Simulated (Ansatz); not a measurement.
Start from `[SiH3]O[SiH2][GaH2]` and change one atom or group to get `[SiH3]O[SiH2]CCl`.

Ansatz, PBE0-D4/def2-TZVP geometries, multiplicity 1. Each molecule was computed in one conformer, which needn't be the lowest.

Scalar relativity is left out up to krypton.

```
                                        property  `[SiH3]O[SiH2][GaH2]`
               HOMO energy (PBE/def2-TZVPP) / eV                  -6.20
            HOMO–LUMO gap (PBE0/def2-TZVPP) / eV                   5.47
             HOMO–LUMO gap (PBE/def2-TZVPP) / eV                   3.57
              HOMO energy (PBE0/def2-TZVPP) / eV                  -7.29
         HOMO–LUMO gap (ωB97M-V/def2-TZVPP) / eV                   9.28
size of the dipole moment (B3LYP/def2-TZVPP) / D                   0.78
```

(1) Give the same properties after the change, and the shifts. (An estimate is asked.)

Answers

(1) Computed: 
```csv
property,`[SiH3]O[SiH2]CCl`,shift
HOMO energy (PBE/def2-TZVPP) / eV,-6.76,-0.56
HOMO–LUMO gap (PBE0/def2-TZVPP) / eV,8.00,2.53
HOMO–LUMO gap (PBE/def2-TZVPP) / eV,5.72,2.15
HOMO energy (PBE0/def2-TZVPP) / eV,-8.10,-0.81
HOMO–LUMO gap (ωB97M-V/def2-TZVPP) / eV,11.98,2.70
size of the dipole moment (B3LYP/def2-TZVPP) / D,1.36,0.58
```

With PBE0 the HOMO falls by 0.81 eV and the LUMO rises by 1.71 eV, so the gap widens by about 2.52 eV. PBE moves the HOMO by -0.56 eV and ωB97M-V by -1.01 eV. The zero-point energy changes by 39.6 kJ/mol with +3 modes. Dipoles are sizes alone; their direction can turn.

Positive LUMOs are unbound, so they and the gaps depend on the basis.

B3LYP here is the variant with VWN-RPA as its local correlation; programs differ in this.
